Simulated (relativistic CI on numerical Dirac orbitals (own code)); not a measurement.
## d8 in a ligand field

Computed with a parametric ligand-field model of a d^n configuration (Racah B and C, spin-orbit zeta, crystal field), exact diagonalisation.

Field parameters in Wybourne normalisation: Oh B⁴₀ = 21Dq, B⁴₄ = √(5/14) B⁴₀; Td as Oh with Dq negative (B⁴₀ = 21Dq, B⁴₄ = √(5/14) B⁴₀). The field is a parameter set, without covalency.

Question: Ground term and bands for B = 460, C = 2010, ζ = 0 cm⁻¹, Oh, 10Dq = 4950 cm⁻¹?

Answer: Ground term 3A2 with 2.00 electrons in the two orbitals of the cubic e set. Spin-allowed: 3T2 4950 cm⁻¹ (2020 nm), 3T1 8085 cm⁻¹ (1237 nm), 3T1 13665 cm⁻¹ (732 nm). Lowest spin-forbidden: 1E 7460 cm⁻¹ (1340 nm), 1A1 12189 cm⁻¹ (820 nm), 1T2 12216 cm⁻¹ (819 nm). With an A2 ground term the first spin-allowed band lies at |10Dq| itself.

Question: Ground term and bands for B = 530, C = 2540, ζ = 0 cm⁻¹, Oh, 10Dq = 6450 cm⁻¹?

Answer: Ground term 3A2 with 2.00 electrons in the two orbitals of the cubic e set. Spin-allowed: 3T2 6450 cm⁻¹ (1550 nm), 3T1 10361 cm⁻¹ (965 nm), 3T1 16939 cm⁻¹ (590 nm). Lowest spin-forbidden: 1E 9074 cm⁻¹ (1102 nm), 1A1 14814 cm⁻¹ (675 nm), 1T2 15317 cm⁻¹ (653 nm). With an A2 ground term the first spin-allowed band lies at |10Dq| itself.

Question: A d8 ion in Td symmetry has the ground term 3T1 and bands at 1T2 8534 cm⁻¹ (1172 nm), 1E 8700 cm⁻¹ (1149 nm), 3T2 9776 cm⁻¹ (1023 nm), 3T1 16902 cm⁻¹ (592 nm), 1A1 17637 cm⁻¹ (567 nm), 3A2 20526 cm⁻¹ (487 nm). Which parameters reproduce them?

Answer: B = 540, C = 2490, ζ = 0 cm⁻¹, Td, 10Dq = -10750 cm⁻¹.

Question: Ground term and bands for B = 700, C = 2480, ζ = 0 cm⁻¹, Oh, 10Dq = 22050 cm⁻¹?

Answer: Ground term 3A2 with 2.00 electrons in the two orbitals of the cubic e set. Spin-allowed: 3T2 22050 cm⁻¹ (454 nm), 3T1 29400 cm⁻¹ (340 nm), 3T1 47250 cm⁻¹ (212 nm). Lowest spin-forbidden: 1E 10429 cm⁻¹ (959 nm), 1A1 19306 cm⁻¹ (518 nm), 1T2 32354 cm⁻¹ (309 nm). With an A2 ground term the first spin-allowed band lies at |10Dq| itself.

Question: Ground term and bands for B = 770, C = 3120, ζ = 0 cm⁻¹, Oh, 10Dq = 22500 cm⁻¹?

Answer: Ground term 3A2 with 2.00 electrons in the two orbitals of the cubic e set. Spin-allowed: 3T2 22500 cm⁻¹ (444 nm), 3T1 30472 cm⁻¹ (328 nm), 3T1 48578 cm⁻¹ (206 nm). Lowest spin-forbidden: 1E 12245 cm⁻¹ (817 nm), 1A1 22302 cm⁻¹ (448 nm), 1T2 34598 cm⁻¹ (289 nm). With an A2 ground term the first spin-allowed band lies at |10Dq| itself.
